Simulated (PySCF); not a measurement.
SMILES [OH+](C)[Si](C)(OC)C (C₄H₁₃O₂Si (cation, charge +1)) (GFN2-xTB optimised geometry):

```
20

C     -2.262    -1.427    -2.302
O     -1.240    -1.058    -1.399
Si    -1.152    -0.291     0.000
C     -1.420     1.576     0.000
C     -1.645    -1.297     1.521
O      0.707    -0.291     0.000
C      1.514    -1.451    -0.233
H     -1.782    -1.900    -3.158
H     -2.948    -2.130    -1.831
H     -2.814    -0.549    -2.633
H     -2.477     1.812    -0.095
H     -1.082     2.053     0.916
H     -0.914     2.058    -0.835
H     -2.725    -1.326     1.640
H     -1.246    -0.885     2.444
H     -1.310    -2.332     1.449
H      1.147     0.329     0.595
H      1.659    -2.018     0.686
H      0.986    -2.058    -0.962
H      2.477    -1.148    -0.642
```

Calculation: CAM-B3LYP/def2-SVP (PySCF).

Q: What are the frontier orbital energies?

A: HOMO-2 -15.23 eV, HOMO-1 -14.53 eV, HOMO -13.82 eV, LUMO -2.99 eV, LUMO+1 -2.50 eV.

On the same geometry PBE/def2-SVP (PySCF) gives HOMO-2 -12.31 eV, HOMO-1 -11.52 eV, HOMO -10.89 eV, LUMO -5.01 eV, LUMO+1 -4.41 eV.

Meta-Löwdin charges at CAM-B3LYP/def2-SVP: C1 -0.06, O2 -0.60, Si3 1.26, C4 -0.57, C5 -0.56, O6 -0.39, C7 -0.08, H8 0.13, H9 0.11, H10 0.11, H11 0.15, H12 0.14, H13 0.14, H14 0.15, H15 0.14, H16 0.14, H17 0.38, H18 0.13, H19 0.15, H20 0.14.
